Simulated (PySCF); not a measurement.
PySCF job for Al₂O₃, SMILES [O][Al][O][Al][O] (connectivity only; charge and spin as stated), neutral, multiplicity 1, KT2/pcSseg-1. Geometry: ωB97X-D3(BJ)/def2-SVP. Other conformers were not sampled.

```python
import numpy as np
from pyscf import gto, scf, dft
from pyscf.prop.nmr import rks as nmr

mol = gto.M(
    atom='''
    Al    0.00000000    0.00000000   -1.67968235
    Al    0.00000000    0.00000000    1.67968235
    O     0.00000000    0.00000000   -3.27606209
    O     0.00000000    0.00000000    0.00000000
    O     0.00000000    0.00000000    3.27606209
    ''',
    basis='pcSseg-1',
    charge=0,
    spin=0,
    max_memory=1600,
    verbose=3,
)
mf = dft.RKS(mol, xc='kt2')
mf.grids.level = 3
mf.conv_tol = 1e-10
mf.max_cycle = 100
mf.kernel()
n = nmr.NMR(mf)
n.verbose = 2
n.max_cycle_cphf = 60
sigma = n.kernel()
print('atom   isotropic/ppm   span/ppm')
for i, s in enumerate(sigma):
    w = np.linalg.eigvalsh((s + s.T) / 2)
    print(f'{mol.atom_symbol(i):2s}{i + 1:3d} {w.mean():14.3f} {w[2] - w[0]:11.3f}')
```

Log of the run:

```
converged SCF energy = -718.321546333189
atom   isotropic/ppm   span/ppm
Al  1        495.120     458.333
Al  2        495.120     458.333
O   3        211.866     305.506
O   4        305.808     176.657
O   5        211.866     305.506
```

Self-consistency was reached.
